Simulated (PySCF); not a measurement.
PySCF 2.14 output of an unrestricted r2SCAN calculation on a single atom or ion in aug-cc-pCVTZ-DK with one added diffuse shell each of s, p, d, f type (8s7p5d3f, 75 functions), with the spin-free X2C one-electron Hamiltonian (Gaussian nucleus):

```
SCF conv_tol = 1e-09
number electrons alpha = 3  beta = 1
    J. W. Furness, A. D. Kaplan, J. Ning, J. P. Perdew, and J. Sun.,  J. Phys. Chem. Lett. 11, 8208-8215 (2020)
    J. W. Furness, A. D. Kaplan, J. Ning, J. P. Perdew, and J. Sun.,  J. Phys. Chem. Lett. 11, 9248-9248 (2020)
    J. W. Furness, A. D. Kaplan, J. Ning, J. P. Perdew, and J. Sun.,  J. Phys. Chem. Lett. 11, 8208-8215 (2020)
    J. W. Furness, A. D. Kaplan, J. Ning, J. P. Perdew, and J. Sun.,  J. Phys. Chem. Lett. 11, 9248-9248 (2020)
cycle= 1 E= -14.3925753454758  delta_E= -0.00085  |g|= 0.00432  |ddm|= 0.107
cycle= 2 E= -14.3925824403355  delta_E= -7.09e-06  |g|= 0.000434  |ddm|= 0.0195
cycle= 3 E= -14.392583096658  delta_E= -6.56e-07  |g|= 0.000123  |ddm|= 0.00578
cycle= 4 E= -14.3925831757525  delta_E= -7.91e-08  |g|= 2.34e-05  |ddm|= 0.00232
cycle= 5 E= -14.3925831789836  delta_E= -3.23e-09  |g|= 1.07e-06  |ddm|= 0.000541
cycle= 6 E= -14.392583178986  delta_E= -2.41e-12  |g|= 3.45e-08  |ddm|= 1.39e-05
converged SCF energy = -14.392583178986  <S^2> = 2.0000133  2S+1 = 3.0000089
```

The run itself started from symmetry-adapted Hartree-Fock orbitals and held the occupation by maximum overlap, on a logarithmic radial grid, so the iterations belong to that start.

Q: Which element, charge and spin multiplicity is this?

A: Be (beryllium, neutral), multiplicity 3; the state was [He] 2s1 3d1, high-spin 3D determinant (an excited configuration).

The outer electron is Rydberg-like, and this basis confines it to a smaller radius and binds it less than a complete one would.
